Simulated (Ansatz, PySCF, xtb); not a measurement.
Dimer: H2S (SMILES S) (first 3 atoms) with CHN (SMILES C#N); geometry from B3LYP-D3(BJ)/def2-TZVP, rigid monomers moved along the line of their centres of mass till H2···N5 is 2.14 Å.
(charge 0, multiplicity 1):
```xyz
6

S      0.219     0.023    -0.802
H      0.311    -0.050     0.537
H     -0.011    -1.294    -0.923
C      0.562    -0.104     3.809
N      0.460    -0.159     2.670
H      0.656    -0.053     4.871
```

Monomers are frozen at their geometry in the pair; levels with a basis set take the counterpoise correction. Rows marked so take none.

Rows in 6-31G*, STO-3G carry no dispersion term and start afresh at each structure (6-31G* with six Cartesian d functions).

The values were computed with Ansatz (Gaussian basis) for Hartree–Fock, density functionals and correlated methods; PySCF for 6-31G* rows, STO-3G rows; xtb for the GFN methods. 

### Question
One of these levels gives -2.63 kcal/mol for the interaction energy. Name it.
(A) HF/STO-3G (no counterpoise)
(B) GFN-FF
(C) B3LYP/def2-TZVPPD
(D) BP86/6-31G* (no counterpoise)

### Answer
B, GFN-FF. The others give 0.33 (HF/STO-3G (no counterpoise)), -1.89 (BP86/6-31G* (no counterpoise)), -0.87 (B3LYP/def2-TZVPPD)

Ansatz is a first-principles code.
